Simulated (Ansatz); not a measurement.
Isomers of Sn$_{5}$S$_{5}$ (singlet), relaxed with PBE0-D4/def2-SVP; total energies from Ansatz at PBE0-D4/def2-TZVP.

| isomer | description | energy (Eh) |
| --- | --- | --- |
| A | point group Cs; 14 × S–Sn 2.39 to 2.63 Å | -3062.39504 |
| B | point group Cs; 13 × S–Sn 2.39 to 2.70 Å; 1 × Sn–Sn 2.96 Å | -3062.38130 |

In the def2 sets Sn takes a core potential; there is no spin–orbit coupling.

The isomers come from a short search, and lower ones may exist.

Problem. Work out the relative energies (1 Eh = 2625.5 kJ/mol) and the Boltzmann populations at 800 K from electronic energies alone (R = 8.314 J/mol/K).

Solution. ΔE: A 0.0, B 36.1 kJ/mol. RT = 6.65 kJ/mol. Factors exp(−ΔE/RT): A 1, B 0.00439; sum 1.004. Populations: A 99.6 %, B 0.4 %. Zero-point energy, vibrational entropy and symmetry numbers are left out and can shift these; an error of 4 kJ/mol changes a ratio by a factor of 1.8. Over the other density-functional and correlated levels in def2 sets, the gap between A and B ranges from 38 to 39 kJ/mol.
